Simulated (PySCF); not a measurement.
C₃H₉BO₂, SMILES COB(C)CO.

Coordinates come from a B3LYP-D3(BJ)/def2-SVP optimisation. The structure was generated by enumeration, and PubChem lists no compound with its InChIKey, so it may never have been made. Other conformers were not sampled.

These are PySCF with PBE/def2-TZVP values and carry that method's errors.

Symmetry labels are those of the subgroup Cs that the program uses (full group Cs).

Computed valence orbital energies around the gap with their symmetry:
| orbital | symmetry | energy (eV) |
|---|---|---|
| HOMO−7 | A' | -9.88 |
| HOMO−6 | A" | -9.31 |
| HOMO−5 | A' | -9.04 |
| HOMO−4 | A' | -8.61 |
| HOMO−3 | A' | -7.57 |
| HOMO−2 | A" | -7.39 |
| HOMO−1 | A' | -6.47 |
| HOMO | A" | -5.95 |
| LUMO | A" | -0.51 |
| LUMO+1 | A' | 0.06 |
| LUMO+2 | A' | 0.53 |
| LUMO+3 | A' | 1.17 |
